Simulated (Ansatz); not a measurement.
Computed with Ansatz on PBE0-D4/def2-TZVP structures; ΔE is electronic, products minus reactants. CCSD(T)/CBS adds triple-zeta CCSD(T) − MP2 to the extrapolated MP2 energy (def2 sets, frozen cores). This one scheme is used for every species. Functionals use def2-TZVPP. B3LYP here is the variant with VWN-RPA as its local correlation; programs differ in this. HSE06 is defined as in plane-wave codes. Each species was taken in one conformer, which may not be the lowest.

Consider the cleavage of the Si–B bond: `C[SiH2]BN` + `O[SiH2]F` → `C[SiH2]O[SiH2]F` + `BN`.

`C[SiH2]BN`:

Cartesian coordinates in Å:
```
C 0.984 -1.169 -1.322
Si 0.834 0.258 -0.106
B -0.801 0.107 1.066
N -1.727 1.137 1.137
H 0.125 -1.198 -1.997
H 1.888 -1.079 -1.928
H 1.025 -2.123 -0.790
H 0.816 1.548 -0.868
H 2.064 0.292 0.744
H -1.021 -0.872 1.727
H -2.552 1.101 1.714
H -1.636 1.998 0.623
```

`O[SiH2]F`:

```xyz
6

O     0.131    0.942    0.846
Si    0.145   -0.302   -0.206
F    -0.265    0.183   -1.670
H    -0.710    1.311    1.119
H     1.536   -0.788   -0.255
H    -0.837   -1.346    0.168
```

`C[SiH2]O[SiH2]F`:

Cartesian coordinates in Å:
```
C 0.141 -0.173 -1.922
Si 0.450 0.970 -0.492
O 0.479 0.123 0.921
Si -0.385 -0.623 2.062
F -1.304 -1.743 1.389
H 0.924 -0.932 -1.992
H -0.820 -0.682 -1.813
H 0.125 0.388 -2.861
H -0.618 2.004 -0.407
H 1.766 1.644 -0.617
H 0.538 -1.303 2.994
H -1.295 0.327 2.740
```

`BN`:

Z-matrix (Å, degrees):
```
B
N 1 1.385
H 1 1.197 2 119.0
H 1 1.197 2 119.0 3 -180.0
H 2 1.006 1 123.2 3 -0.0
H 2 1.006 1 123.2 3 180.0
```

```tsv
level	ΔE (eV)
ωB97X-V	-1.37
B2PLYP	-1.42
r2SCAN	-1.33
B3LYP	-1.39
HSE06	-1.22
CAM-B3LYP	-1.45
CCSD/def2-SVP	-1.32
SCS-MP2/def2-QZVPP	-1.49
```

**Question.** What does CCSD(T)/CBS give? (An estimate is asked.)

**Answer.** Computed: -1.38 eV. The listed levels differ from it by 0.01, -0.04, 0.05, -0.01, 0.16, -0.07, 0.06, -0.11 eV.

Largest T1 diagnostic among the species: 0.012.

From BLYP to BHLYP (50 % exact exchange), in def2-TZVPP and without D4, ΔE moves by −0.19 eV. Leaving LDA and LC-ωPBE aside and taking each functional with its dispersion term where it has one, the values, not all of them listed here, spread over 0.39 eV, from BHLYP-D4 to PBE-D4.
